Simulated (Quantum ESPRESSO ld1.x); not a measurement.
The numbers below are computed, except where a source is named.
Task: The mean radii <r> (bohr) of the occupied orbitals of an atom or ion are listed with their occupations. Level of theory: scalar-relativistic Kohn-Sham, BLYP, spin-unpolarised, spherical densities, point nucleus (ld1.x of Quantum ESPRESSO 7.5).

orbital  occ.      <r>
1s          2  0.09685
2s          2   0.4762
2p          6   0.4378
3s          1    1.413

Name the element and its charge.

Result: Z = 16, sulfur, charge +5: S5+ in [Ne] 3s1. The 1s radius gives Z: for a bare nucleus <r> = (2 gamma + 1)/(2Z) with gamma = sqrt(1 - (Z/c)^2), 0.09332 bohr for Z = 16, and screening makes it slightly larger (0.09685 here). The occupations add up to 11, and the charge is Z minus that.
